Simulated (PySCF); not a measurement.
**How methods differ on the excitation energy of Pb**

Pb [Xe] 4f14 5d10 6s2 6p2 (3P) → Pb [Xe] 4f14 5d10 6s2 6p1 6d1 (high-spin determinant), as a difference of total energies. All numbers are calculated (PySCF 2.14, scalar relativity by spin-free X2C-1e, in x2c-TZVPPall with one added diffuse shell each of s, p, d, f type (12s8p7d4f, 99 functions)). Correlated levels: valence: [Xe] 4f14 5d10 frozen. The calculations carry no spin-orbit coupling.

```tsv
method	excitation energy (eV)
UHF	5.214
MP2 (valence)	5.308
SCS-MP2 (valence)	5.286
CCSD (valence)	5.269
CCSD(T) (valence)	5.263
```

Question: How much does correlation contribute at CCSD(T) (valence)?

Answer: 5.263 − (5.214) = 0.049 eV, measured against UHF.

Spin-orbit coupling is strong in these open shells (close to jj coupling). The scalar numbers leave it out and a first-order estimate fails, so it can dominate the gap to the real levels.

The promoted electron is Rydberg-like, and one or two diffuse shells describe it only roughly, which tends to raise the upper state.

The determinant of the upper state mixes LS terms, which raises its energy above the lowest term, most at the Hartree-Fock and MP2 levels.
